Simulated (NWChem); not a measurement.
System: iodine monochloride (ICl); SMILES ClI

The following NWChem deck was run.

```
start job
memory heap 200 mb stack 900 mb global 1100 mb
geometry units angstroms noautoz
  Cl     0.000000     0.000000     1.771383
  I      0.000000     0.000000    -0.585249
end
basis spherical
  * library def2-tzvpd
end
ecp
  I library def2-ecp
end
dft
  xc hfexch
  iterations 150
  mulliken
end
task dft energy
```

Structure relaxed at the PBE0/def2-SVP level. def2 effective core potentials on I; no spin-orbit coupling.

Problem. What results follow from this input? (Hartree-Fock/def2-TZVPD with def2 effective core potentials on I.) Quantities: energy (Ha); highest occupied level (eV); orbital gap (eV); dipole (D).

Solution. 
```yaml
energy (Ha): -756.17
highest occupied level (eV): -10.62
orbital gap (eV): 10.25
dipole (D): 1.40
```
